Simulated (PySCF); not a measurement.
**Correlation energy of Ta³⁺ (tantalum, charge +3)**

[Xe] 4f14 5d2, high-spin 3F determinant. Computed with PySCF 2.14 in def2-QZVPPD with the def2 core potential (60 electrons) (7s6p4d3f2g, 84 functions), with a scalar-relativistic core potential. Frozen: 5s2 5p6; 2 electrons correlated.

With two correlated electrons CCSD is exact within the correlated space (frozen core and kept virtual orbitals).

| level | correlation energy (mhartree) |
| --- | --- |
| CCSD | -4.35 |

Diagnostics: T1 = 0.00075, D1 = 0.0011, largest double amplitude 0.010.

Question: Is a single reference adequate?

Answer: Yes, within this model without spin-orbit coupling: T1 lies below 0.03 and no double amplitude reaches 0.07.
